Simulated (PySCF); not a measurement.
Computed with PySCF 2.14.0 with PBE-D3(BJ)/def2-TZVP // PBE0-D3(BJ)/def2-TZVP. All species are isolated molecules in the gas phase. 

Reference species (SMILES): `Cl[C](Cl)Cl` (neutral, multiplicity 2).

```
Item            Value
-------------  ------
dipole moment  0.20 D
```

Changed species: `Cl[CH]Cl` (radical fragment; the reference has radical fragment).

Q: What does the change do to the dipole moment?

A: the dipole moment rises by 0.60 D, to 0.80 D.
